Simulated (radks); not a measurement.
Results of a calculation; reference values are marked as such.
Te2+, 50 electrons, occupied as [Kr] 4d10 5s2 5p2. Code: a radial shooting solver on a logarithmic mesh with Libxc functionals. Model: Dirac Kohn-Sham, BLYP, spin-unpolarised, spherical densities, point nucleus; open shells fill j = l - 1/2 first. Some entries of the table are withheld. Estimate them.

| orbital | occ. | eigenvalue (hartree) | <r> (bohr) |
|---|---|---|---|
| 1s1/2 | 2 | -1162.408 | 0.02781 |
| 2s1/2 | 2 | -178.7893 | 0.1194 |
| 2p1/2 | 2 | -167.5674 | 0.1008 |
| 2p3/2 | 4 | -157.4751 | 0.1064 |
| 3s1/2 | 2 | (1) | 0.3219 |
| 3p1/2 | 2 | -31.51542 | 0.3123 |
| 3p3/2 | 4 | -29.63486 | 0.3237 |
| 3d3/2 | 4 | -21.49282 | 0.2947 |
| 3d5/2 | 6 | -21.09951 | 0.2983 |
| 4s1/2 | 2 | -6.72380 | 0.7643 |
| 4p1/2 | 2 | -5.13780 | 0.8012 |
| 4p3/2 | 4 | -4.77941 | 0.8299 |
| 4d3/2 | 4 | (2) | (3) |
| 4d5/2 | 6 | (4) | (5) |
| 5s1/2 | 2 | -1.19003 | 1.979 |
| 5p1/2 | 2 | (6) | 2.299 |
| 5p3/2 | 0 | (7) | 2.382 |

Answer. 
(1) 3s1/2 eigenvalue (hartree): -36.12926
(2) 4d3/2 eigenvalue (hartree): -2.24926
(3) 4d3/2 <r> (bohr): 0.9622
(4) 4d5/2 eigenvalue (hartree): -2.19500
(5) 4d5/2 <r> (bohr): 0.9742
(6) 5p1/2 eigenvalue (hartree): -0.83639
(7) 5p3/2 eigenvalue (hartree): -0.79722
